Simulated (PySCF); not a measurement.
# Dipole moment and polarisability of `[SiH3][SiH]([SiH3])S[SiH2]Cl`

ClH9SSi4.
SMILES with atom numbers: `[SiH3:1][SiH:2]([SiH3:3])[S:4][SiH2:5][Cl:6]` (hydrogens: H7, H8, H9 on Si1; H10 on Si2; H11, H12, H13 on Si3; H14, H15 on Si5)

Geometry (GFN2-xTB, Å), atoms numbered from 1 in this order:
```
atom  x, y, z in Å
Si1    1.4285    1.9339   -0.2106
Si2    0.7476   -0.0902   -1.1510
Si3    0.9126   -2.0796    0.0488
S4    -1.3465    0.1244   -1.8595
Si5   -2.5807    0.1340   -0.1414
Cl6   -1.6074    0.9512    1.4437
H7     2.6933    2.3640   -0.8149
H8     0.4740    3.0321   -0.3667
H9     1.6816    1.7501    1.2209
H10    1.3190   -0.2572   -2.4946
H11    0.5663   -3.2892   -0.7020
H12    2.2994   -2.2214    0.4988
H13    0.0603   -2.0741    1.2423
H14   -3.7265    0.9587   -0.4720
H15   -2.9258   -1.2288    0.2307
```

Level: CAM-B3LYP/def2-SVPD (PySCF), static field, nuclei fixed, core orbitals frozen in the response. The polarisability tensor in these axes (au):

```
x   154.18   1.62   0.64
y     1.62 148.84   0.89
z     0.64   0.89 132.53
```

**Question.** What are the eigenvalues, a third of the trace, and Δα (Δα² = ½Σ(αi − αj)² over the three pairs)?

**Answer.** Principal values 132.47, 148.41 and 154.67 au; mean 145.18 au = 21.51 Å³ = 23.94 × 10⁻⁴⁰ C²·m²/J; Δα = 19.82 au (14 % of the mean).

**Question.** What is the dipole moment, and where does it point?

**Answer.** (0.35, -0.50, 0.24) D, 0.66 D in size, pointing from the negative to the positive side. Measured along this direction, the outermost atoms are H14 at the negative end and H12 at the positive end.

**Question.** Refractivity n − 1 of an ideal gas of it at 273.15 K and 1 atm, from the electronic α?

**Answer.** N = p/kT = 2.6868 × 10¹⁹ cm⁻³, so n − 1 = 2π × N × 21.51 × 10⁻²⁴ cm³ = 3632 × 10⁻⁶ at long wavelengths, for an ideal gas.

**Question.** In TDDFT the mean static polarisability is Σ f/ω² over all singlet excitations (ω in hartree). How much of it do the 8 lowest give? Their energies (eV) and oscillator strengths: 5.05, 0.0030; 5.85, 0.0255; 6.04, 0.0367; 6.37, 0.0284; 6.49, 0.0903; 6.66, 0.0427; 6.83, 0.0278; 6.97, 0.0045.

**Answer.** They add up to 4.71 au, 3.2 % of the 145.18 au; the largest single term is 1.59 au, from the state at 6.49 eV. Terms in order: 0.09, 0.55, 0.75, 0.52, 1.59, 0.71, 0.44, 0.07 au. Higher excitations give the rest. The strengths listed sum to 0.259.

**Question.** What molar refraction does this α imply?

**Answer.** Lorentz–Lorenz: R = (4π/3)N_A α = 2.5225 cm³/(mol·Å³) × 21.51 Å³ = 54.3 cm³/mol, in the limit of long wavelengths.

**Question.** Along which axes do the principal values lie, and how far do the nuclei extend along each?

**Answer.** Largest value along (0.96, 0.27, 0.04), where the nuclei span 6.54 Å; middle along (-0.27, 0.96, 0.04), 6.11 Å; least along (-0.03, -0.05, 1.00), 3.94 Å. The response follows the extents in order.

Geometry: GFN2-xTB, one conformer, isolated molecule.

These values come from a run that also computed excited states. Time: 1.8 min of wall time (grids of density and orbitals included); peak memory 1.1 GiB. Hardware: Arm Neoverse N1, one thread, shared host with 64 logical CPUs at a one-minute load of 60.
